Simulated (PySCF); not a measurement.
Gas-phase reaction: HfO2 + 3 HCl + HOCl ⇌ HfCl4.H2O + 2 OH

Method: PySCF energies plus ideal-gas RRHO corrections (1 bar). † marks an energy on the PBE0/def2-TZVP geometry and frequencies. CCSD(T) freezes the core. Open shells (unrestricted): OH (multiplicity 2, electronic degeneracy 4); the rest are closed-shell singlets. Spin-orbit splitting is ignored; it lowers the true energy and changes the entropy of OH. Hf: scalar-relativistic def2 core potential, no spin-orbit coupling. Adducts (HfCl4.H2O) have no counterpoise correction, and HF, PBE, BLYP, B3LYP and PBE0 lack dispersion. HfCl4.H2O: computed as isolated molecules; such fragments, hydroxides, amides, oligomers or adducts are transient or little studied in the gas. CCSD(T) isn't extrapolated to the basis-set limit. The harmonic model lacks anharmonicity and excited electronic states, which grow with temperature; levels with a mode under 35 cm⁻¹ are left out. Soft modes under 120 cm⁻¹ make the harmonic entropy rough for HfCl4.H2O. Warning, large T1 diagnostic: HfO2 (CCSD(T)/def2-SVP†).

```csv
level,"ΔE electronic, kJ","ΔH°(298 K), kJ","ΔS°(298 K), J/K","ΔG°(1400 K), kJ"
CCSD(T)/def2-SVP†,-639,-618,-257,-291
PBE/def2-TZVP†,-475,-454,-257,-127
PBE0/def2-QZVP†,-579,-557,-257,-230
PBE0/def2-SVP†,-636,-615,-257,-288
ωB97X-V/def2-TZVP†,-607,-586,-257,-259
```
ΔH° is lowest at CCSD(T)/def2-SVP† and highest at PBE/def2-TZVP†. No reference value is set beside these.
